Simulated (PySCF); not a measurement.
## How methods differ on the ionisation energy of Sb(2+)

Sb(2+) [Kr] 4d10 5s2 5p1 (2P) → Sb(3+) [Kr] 4d10 5s2 (1S), as a difference of total energies. Computed with PySCF 2.14 in cc-pVTZ-PP with ECP28MDF (5s4p3d1f, 39 functions), with a scalar-relativistic core potential. Correlated levels: valence: 4s2 4p6 4d10 frozen. The calculations carry no spin-orbit coupling.

```
           method  ionisation energy (eV)
              UHF                  24.128
            M06-L                  24.340
           r2SCAN                  24.863
    MP2 (valence)                  24.348
SCS-MP2 (valence)                  24.339
   CCSD (valence)                  24.420
CCSD(T) (valence)                  24.436
```

**Question.** How much does correlation contribute at CCSD(T) (valence)?

**Answer.** 24.436 − (24.128) = 0.308 eV, measured against UHF.

The reference lies between the lowest fine-structure levels, while these numbers refer to the centres of the terms.

Errors of the correlated levels include the incompleteness of this basis and the frozen core.

For comparison: 25.323 eV (measured; NIST Atomic Spectra Database, ionization energies).
